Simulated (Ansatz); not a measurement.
`BN([SiH3])CC` → B• + 2 C• + 10 H• + N• + Si•  (atomization)

Gas-phase electronic energies from Ansatz, PBE0-D4/def2-TZVP geometries. CCSD(T)/CBS is the MP2 limit (def2-TZVPP, def2-QZVPP) plus CCSD(T) − MP2 in def2-TZVPP, frozen cores. This one scheme is used for every species, atoms too. DFT in def2-TZVPP. Open shells (•) are unrestricted, without spin–orbit coupling. Spin–orbit coupling would lower the free atoms: a little for B, C, Si. Each species was taken in one conformer, which may not be the lowest.

```csv
level,ΔE (eV),difference from CCSD(T)/CBS
LDA (SPW92),63.52,7.01
revPBE-D4,56.05,-0.46
BLYP-D4,56.45,-0.06
B97M-V,56.68,0.17
r2SCANh-D4,56.38,-0.13
ωB97X-V,56.81,0.30
ωB97M-V,56.80,0.29
B2PLYP,56.10,-0.41
PBE,56.79,0.28
BLYP,55.74,-0.77
PBE0,56.31,-0.20
BHLYP,55.39,-1.12
CAM-B3LYP,56.78,0.27
CCSD/def2-SVP,53.44,-3.07
HF/def2-QZVPP,42.86,-13.65
MP2/def2-QZVPP,56.32,-0.19
CCSD(T)/CBS,56.51,0
```

Largest T1 diagnostic among the species: 0.014.

From BLYP to BHLYP (50 % exact exchange), in def2-TZVPP and without D4, ΔE moves by −0.35 eV: exact exchange takes away binding that semilocal exchange gives to molecules. At CCSD(T), def2-SVP lies −2.62 eV from the extrapolated value and def2-TZVPP −1.28 eV: correlation converges slowly with the basis, and small sets miss more of it in the bonded molecule than in its fragments. In def2-TZVPP, CCSD(T) changes the Hartree–Fock value by +12.45 eV (the triples alone add +0.62 eV) and MP2 by +12.78 eV; breaking electron pairs costs correlation energy, which Hartree–Fock lacks.

For atomizations the MP2-based limit and the directly extrapolated one differ by several kJ/mol either way, and by 10 to 25 for some Ge, Se and Sn compounds, so smaller differences from it don't rank the levels.
